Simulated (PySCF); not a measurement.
# Spinor energies of Se (selenium, neutral)

Start: [Ar] 3d10 4s2 4p3 4d1; 4p3/2 filled at m_j = -1/2, +1/2, +3/2; 4d5/2 filled at m_j = +5/2. Calculated with PySCF 2.14 in x2c-SVPall-2c with one added diffuse shell each of s, p, d type (6s7p4d, 47 functions): generalised Hartree-Fock with the X2C-1e Hamiltonian and a Gaussian nucleus; one run each with spin-orbit coupling (SO) switched off, then screened by Boettger's factors. This is a chosen level, not necessarily the ground level.

| spinor shell | electrons | ε, spin-free (eV) | ε, screened SO (eV) | weight of nominal j (screened SO) | rms radius, screened SO (bohr) |
| --- | --- | --- | --- | --- | --- |
| 1s1/2 | 2 | -12736.3 | -12736.1 | 1.000 | 0.0508 |
| 2s1/2 | 2 | -1698.7 | -1698.6 | 1.000 | 0.212 |
| 2p1/2 | 2 | -1489.9 | -1518.6 | 1.000 | 0.187 |
| 2p3/2 | 4 | -1489.9 | -1476.0 | 1.000 | 0.190 |
| 3s1/2 | 2 | -253.83 | -253.82 | 1.000 | 0.613 |
| 3p1/2 | 2 | -186.05 | -190.38 | 0.997 | 0.629 |
| 3p3/2 | 4 | -186.05 | -183.94 | 0.998 | 0.639 |
| 3d3/2 | 4 | -73.825 | -74.407 | 0.961 | 0.695 |
| 3d5/2 | 6 | -73.825 | -73.424 | 0.974 | 0.697 |
| 4s1/2 | 2 | -25.146 | -25.146 | 1.000 | 1.93 |
| 4p3/2 | 3 | -14.594 | -14.600 | 0.635 | 2.37 |
| 4d5/2 | 1 | -0.597 | -0.596 | 1.000 | 3.87 |

```csv
quantity,spin-free,screened SO
E (hartree),-2427.32941,-2427.42563
M_J,4,4
⟨J²⟩,20.005,20.006
⟨L²⟩,6.004,6.041
⟨S²⟩,6.001,5.981
```

Each row is a mean over spinors that exchange with the open shell spreads, by up to 8.370 eV (4s1/2).

Rows whose weight is well below 1 are mixtures of j = l ± 1/2: exchange outweighs spin-orbit coupling there, and the label is only the starting occupation.

Without spin-orbit coupling the j labels of p, d and f shells carry no meaning; the spin-free column gives the mean over the occupied spinors of each nl shell.
